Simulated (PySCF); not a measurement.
C4H11O3Si, SMILES O(C)[Si](OC)(O[CH2])C, doublet (GFN2-xTB optimised geometry):

```
19

C     -1.243     2.174    -0.926
O     -1.159     1.206     0.000
Si    -0.468    -0.273     0.000
C      1.427    -0.273     0.000
O     -1.104    -0.990    -1.326
C     -0.839    -2.269    -1.837
O     -0.861    -0.977     1.409
C     -2.121    -1.071     2.022
H     -0.990     1.961    -1.946
H     -1.830     3.028    -0.648
H      1.823    -1.280     0.087
H      1.808     0.154    -0.923
H      1.830     0.308     0.822
H     -1.570    -2.469    -2.621
H     -0.924    -3.028    -1.056
H      0.167    -2.310    -2.259
H     -2.546    -0.078     2.175
H     -2.808    -1.657     1.407
H     -1.982    -1.563     2.985
```

Level of theory: unrestricted PBE0/def2-SVP in PySCF.

Q: What are the frontier orbital energies (α orbitals alone; a β orbital can be the lowest empty one) and the dipole moment?

A: HOMO-2 -8.17 eV, HOMO-1 -8.03 eV, HOMO -4.98 eV, LUMO 1.54 eV, LUMO+1 2.39 eV; dipole moment 1.46 D.

Meta-Löwdin charges at PBE0/def2-SVP: C1 -0.09, O2 -0.53, Si3 1.40, C4 -0.58, O5 -0.61, C6 -0.07, O7 -0.61, C8 -0.07, H9 0.10, H10 0.11, H11 0.12, H12 0.12, H13 0.13, H14 0.11, H15 0.09, H16 0.09, H17 0.10, H18 0.09, H19 0.11.
